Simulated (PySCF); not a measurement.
# N²⁺: ionisation energy

N²⁺ [He] 2s2 2p1 (2P) → N³⁺ [He] 2s2 (1S), as a difference of total energies. All numbers are calculated (PySCF 2.14, the non-relativistic Hamiltonian (point nucleus), in aug-cc-pVTZ with one added diffuse shell each of s, p, d, f type (6s5p4d3f, 62 functions)). Correlated levels: valence: 1s2 frozen. The calculations carry no spin-orbit coupling.

Order these methods by the ionisation energy they give, lowest first.
A. UHF
B. SCS-MP2 (valence)
C. CCSD(T) (valence)
D. MP2 (valence)

C (47.238 eV), A (47.266 eV), B (47.404 eV), D (47.453 eV).

A first-order spin-orbit estimate (lowest level to lowest level, LS coupling) adds 0.014 eV.

Errors of the correlated levels include the incompleteness of this basis and the frozen core.

The coupled-cluster amplitudes are large for N³⁺ (T1 above 0.03 or a double amplitude above 0.15), so a single reference is strained.

For comparison: 47.445 eV (semi-empirical (NIST evaluation); NIST Atomic Spectra Database, ionization energies).
